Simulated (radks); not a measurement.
Question: Species: N-. Configuration: [He] 2s2 2p4. Calculated with a radial shooting solver on a logarithmic mesh with Libxc functionals: scalar-relativistic Kohn-Sham, LDA (Slater exchange, Perdew-Wang correlation), spin-polarised, spherical densities, finite nucleus; open shells are filled with parallel spins first; Fermi nuclear charge, rms radius 2.5582 fm; Watson sphere of charge +1 and radius 3.2 bohr. Some entries of the table are withheld. Estimate them.

orbital  occ.  eigenvalue (hartree)  <1/r> (bohr^-1)
1s up       1             -13.87335              (1)
1s down     1             -13.83489              (2)
2s up       1              -0.61254              (3)
2s down     1              -0.52179              (4)
2p up       3              -0.21351           0.8683
2p down     1              -0.13632           0.7755

Answer: 
(1) 1s up <1/r> (bohr^-1): 6.594
(2) 1s down <1/r> (bohr^-1): 6.606
(3) 2s up <1/r> (bohr^-1): 1.069
(4) 2s down <1/r> (bohr^-1): 1.032
